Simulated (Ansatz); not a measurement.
CrF2, relaxed as a singlet with RKS B3LYP-D4/def2-TZVP in Ansatz, starting from the B3LYP-D4/def2-TZVP geometry of the neutral quintet. Force threshold 0.02 eV/Å.

The restricted singlet is unstable towards broken spin symmetry at other levels; at B3LYP-D4/def2-TZVP this wasn't settled. At B3LYP-D4/def2-TZVP a quintet of charge 0 lies 2.80 eV below the restricted singlet, each at its own geometry.

Start:

Cartesian coordinates in Å:
```
Cr 0.098 -0.401 0.117
F -0.379 -0.326 -1.592
F 0.281 0.727 1.476
```

```csv
step,energy (eV),largest force component (eV/Å),SCF passes
1,-33857.8333,0.969,160
2,-33857.8688,0.518,71
3,-33857.8815,0.049,70
4,-33857.8816,0.004,70
5,-33857.8816,0.003,73
```

Force components are those of the run's own axes.

End:

```xyz
3

Cr    0.0937   -0.3824    0.1110
F    -0.3700   -0.3237   -1.5567
F     0.2763    0.7062    1.4457
```

By distances, no bond broke or formed. The bond that changes most is Cr1–F3, from 1.78 to 1.73 Å (atoms count from 1).

The force fell under the threshold at step 4, but the optimiser went on. No frequencies were taken in this run, so the end may be a saddle point.

It took 21 s on 2 threads of Arm Neoverse V2 on a shared host.
